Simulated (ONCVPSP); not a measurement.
**Before and after: ONCV potential for gold**

ONCVPSP 4.0.1 input, shortened (lines: element, Z, core and valence counts, functional; n l f; lmax; l rc ep ncon nbas qcut; lloc lpopt rc5 dvloc0; l nproj debl; icmod fcfact rcfact), PBEsol, scalar-relativistic:

```
  Au 79.00   12    2  -116133      upf
    1    0    2.00
    2    0    2.00
    2    1    6.00
    3    0    2.00
    3    1    6.00
    3    2   10.00
    4    0    2.00
    4    1    6.00
    4    2   10.00
    4    3   14.00
    5    0    2.00
    5    1    6.00
    5    2   10.00
    6    0    1.00
    2
    0    2.05    0.00    4    8    2.90
    1    1.95    0.35    3    7    3.90
    2    2.35    0.00    4    9    5.60
    4    5    1.50   -1.00
    0    2    1.30
    1    2    2.50
    2    1    1.50
    3    3.25    1.75
```

All-electron outer shells of the reference configuration (PBEsol, scalar-relativistic, ld1.x):

| shell | level (eV) | outermost node (bohr) | outermost maximum (bohr) |
| --- | --- | --- | --- |
| 5p | -59.80 | 0.52 | 0.96 |
| 5d | -6.90 | 0.56 | 1.21 |
| 6s | -5.80 | 1.11 | 2.32 |

Change: d: nproj 2.

Cutoffs: the cutoffs (Ha) at which the residual kinetic energy of the hardest occupied pseudo-wave falls to 1 and 0.1 mHa per electron; they do not see the model core or the augmentation charge, which bear on the density cutoff. Errors are all-electron minus pseudo energies relative to the spin-unpolarised reference configuration.

Question: How do hardness, ghosts and transferability respond?

Answer: The potential gets neither clearly harder nor softer (13 Ha and 16 Ha → 13 Ha and 16 Ha); both files keep a bound ghost (p, s); of the 4 tests that both files solve, the error grows in 0 and shrinks in 1 by more than 15 % and 0.3 meV (median size 121.1 → 112.9 meV); the range in which the d phases agree widens (upper end 0.8 → at the end of the scan).

| quantity | base | changed |
| --- | --- | --- |
| cutoff, loose | 13 Ha | 13 Ha |
| cutoff, tight | 16 Ha | 16 Ha |
| bound ghosts | s, p | s, p |
| GHOST(+) flags under 300 eV | none | none |
| error for 5d10 6s0, meV [ΔE 9.44 eV] | -46 | -46 |
| error for 5d9 6s0, meV [ΔE 30.68 eV] | -196 | -180 |
| error for 5d8 6s0, meV [ΔE 64.59 eV] | -542 | -460 |
| error for 5d10 6s0.5, meV [ΔE 3.79 eV] | -9.4 | -9.3 |
| s: phases at 2.09 bohr within 0.05 rad from the reference energy up to (Ha; the scan ends near 5) | 3.5 | 3.5 |
| p: phases at 1.98 bohr within 0.05 rad from the reference energy up to (Ha; the scan ends near 5) | to the end of the scan | to the end of the scan |
| d: phases at 2.38 bohr within 0.05 rad from the reference energy up to (Ha; the scan ends near 5) | 0.8 | to the end of the scan |
| rms error of d²Exc/dni dnj with the model core, mHa | 1.47 | 1.47 |

Base: The cutoffs count occupied waves only; projector 2 of the p channel, the hardest unoccupied one, needs 46 Ha at the loose tolerance. Changed file: The cutoffs count occupied waves only; projector 2 of the p channel, the hardest unoccupied one, needs 46 Ha at the loose tolerance. A true bound ghost makes a file unfit for plane-wave use even where its test errors are small: the radial tests pick states by their node count and pass the ghost by.
